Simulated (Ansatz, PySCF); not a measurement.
Reaction (SMILES): C1=CO1 → C=C=O
Each molecule is optimised on its own at B3LYP-D3(BJ)/def2-TZVP (Ansatz, an electronic-structure program). Unstable Hartree-Fock reference: C1=CO1.

Property: isomerisation energy (0 K, with B3LYP-D3(BJ) harmonic zero-point energies from PySCF), in kcal/mol. Valence correlation only, unless marked. No spin-orbit coupling. Non-relativistic. Basis-set limits of correlation are two-point, X^-3; Hartree-Fock from the larger set.

```csv
level,program,isomerisation energy (kcal/mol)
revPBE-D3(BJ)/def2-TZVPD,Ansatz + dftd3,-76.1
```

What does CCSD(T)/CBS(cc-pVTZ,cc-pVQZ) (Ansatz) give?

-76.6 kcal/mol, so revPBE-D3(BJ)/def2-TZVPD differs from it by 0.5 kcal/mol.
